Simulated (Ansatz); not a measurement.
A made-up structure of BHIOF, singlet:

```xyz
5
angstrom
O 0.1786 1.1933 -0.0072
B -0.0787 -0.2856 -0.0248
F 0.7835 -1.2346 0.7206
I -1.9173 -1.1419 -1.2795
H 1.0340 1.4688 0.5909
```

It is relaxed with PBE-D4/def2-SVP and then PBE0-D4/def2-TZVP (Ansatz 0.2.0). Atoms count as bonded within 1.22 times the sum of their covalent radii (H–H: 0.88 Å). The end point is not checked to be a true minimum.

**Question.** Does its bonding change? (Judge from chemistry; the calculation decides.)

**Answer.** The calculation gives: No: no bond forms or breaks.

Where it ends: The first stage lowers the energy by 1.36 eV in 7 steps. It ends as BHIOF ([OH][B]([F])[I]):
O1  (0.160, 1.065, -0.006)
B2  (-0.070, -0.255, -0.022)
F3  (0.699, -1.102, 0.643)
I4  (-1.712, -1.019, -1.143)
H5  (0.923, 1.311, 0.528)
(Å)

Labels in which every atom is bracketed show which atoms are joined, not bond orders.

For scale, one of the runs: PBE0-D4/def2-TZVP relaxation, 149 basis functions, launched by `ansatz run in.yaml --threads 2 --pin off --events-out ev --progress --plain --max-ram 4352MiB`. Hardware: 2 CPU threads of an Arm Neoverse V1, shared host. Wall time about 20 s.
